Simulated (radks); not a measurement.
Q: Calculated with a radial shooting solver on a logarithmic mesh with Libxc functionals: scalar-relativistic Kohn-Sham, LDA (Slater exchange, Perdew-Wang correlation), spin-polarised, spherical densities, finite nucleus; Fermi nuclear charge, rms radius of each element as measured or else 0.836 A^(1/3) + 0.57 fm. Response by self-consistent Sternheimer equations with the Hartree and adiabatic LDA kernel, the relativistic mass of each level held fixed and spin-orbit coupling left out. For heavy and open-shell atoms this level of theory can miss by tens of per cent. Rank Cd, In+, I5+, Cs7+, Ba8+, Sb3+, Xe6+, Sn2+, Te4+ (NIST ground configurations) by static dipole polarisability, largest first.

A: Cd 44.67, In+ 22.77, Sn2+ 14.37, Sb3+ 10.01, Te4+ 7.401, I5+ 5.690, Xe6+ 4.502, Cs7+ 3.640, Ba8+ 2.995 bohr^3.
